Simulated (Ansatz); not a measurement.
One change: `C[Te][SiH2][SiH3]` becomes `CO[SiH2][SiH3]`.

Ansatz, PBE0-D4/def2-TZVP geometries, multiplicity 1. Each molecule was computed in one conformer, which needn't be the lowest.

Elements past krypton have def2 core potentials.

```json
{"property": "HOMO energy (ωB97M-V/def2-TZVPP) / eV", "`C[Te][SiH2][SiH3]`": "-8.15"}
{"property": "HOMO–LUMO gap (B3LYP/def2-TZVPP) / eV", "`C[Te][SiH2][SiH3]`": "4.81"}
{"property": "LUMO energy (PBE/def2-TZVPP) / eV", "`C[Te][SiH2][SiH3]`": "-1.68"}
{"property": "HOMO–LUMO gap (ωB97M-V/def2-TZVPP) / eV", "`C[Te][SiH2][SiH3]`": "8.96"}
{"property": "HOMO energy (PBE/def2-TZVPP) / eV", "`C[Te][SiH2][SiH3]`": "-5.11"}
{"property": "LUMO energy (B3LYP/def2-TZVPP) / eV", "`C[Te][SiH2][SiH3]`": "-1.08"}
```

Q: Give the same properties after the change, and the shifts. (Estimate.)

A: Ansatz gave: 
```
                               property  `CO[SiH2][SiH3]`  shift
  HOMO energy (ωB97M-V/def2-TZVPP) / eV            -10.19  -2.04
  HOMO–LUMO gap (B3LYP/def2-TZVPP) / eV              7.55   2.74
      LUMO energy (PBE/def2-TZVPP) / eV             -1.08   0.60
HOMO–LUMO gap (ωB97M-V/def2-TZVPP) / eV             11.74   2.78
      HOMO energy (PBE/def2-TZVPP) / eV             -6.68  -1.57
    LUMO energy (B3LYP/def2-TZVPP) / eV             -0.38   0.70
```

With PBE0 the HOMO falls by 2.02 eV and the LUMO rises by 0.69 eV, so the gap widens by about 2.71 eV. PBE moves the HOMO by -1.57 eV and ωB97M-V by -2.04 eV.

B3LYP here is the variant with VWN-RPA as its local correlation; programs differ in this.

Spin–orbit coupling is left out; it splits and shifts lone-pair levels of the heavy atoms by tenths of an eV.
